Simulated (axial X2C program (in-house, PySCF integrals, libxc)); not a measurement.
# Potential curves of WB, 2c

Calculated with an in-house relativistic program for diatomic molecules. Two-component (2c) means X2C with spin–orbit coupling and atomic mean-field two-electron Coulomb and Gaunt terms. Basis: W dyall-v3z [13s14p9d7f2g], B dyall-v3z [7s6p2d1f] (cores contracted in-house); Gaussian nuclei, density fitting, unrestricted open shells. Masses: W 183.951 u, B 11.009 u.

State: Ω = 5/2 (⟨Sz⟩ = 2.48, ⟨Lz⟩ = 0.02 at HF). Energies in eV from the lowest point of each curve. Fits are polynomials in 1 − R0/R over 0.85 to 1.23 times the lowest point R0.

| R (Å) | HF |
| --- | --- |
| 1.8113 | 1.0570 |
| 1.8946 | 0.5516 |
| 1.9571 | 0.3040 |
| 2.0195 | 0.1438 |
| 2.0820 | 0.0505 |
| 2.1549 | 0.0030 |
| 2.2277 | 0.0000 |
| 2.3214 | 0.0342 |
| 2.4359 | 0.1037 |

The state is one determinant with fixed occupations, lowest in a PBE0 search at one distance only: followed along the bond, the 2c determinant Ω = 7/2 reaches 0.16 eV lower at PBE0, at Re = 1.939 Å, so the state shown is not the lowest. With several unpaired electrons one determinant need not be a pure state. Some points did not converge and are left out. This is the top spin component of a Σ state; components of lower Ω are not single determinants and can lie lower. The determinant is spin-polarised beyond a pure state at some levels (its spin-free form has ⟨S²⟩ too high), which makes Re and μ there less reliable.

Problem. Fit the HF curve near its minimum: give the equilibrium distance and the harmonic wavenumber.

Solution. At HF, 2c: Re = 2.196 Å, ωe ≈ 406 cm⁻¹; Be follows as 0.336 cm⁻¹.
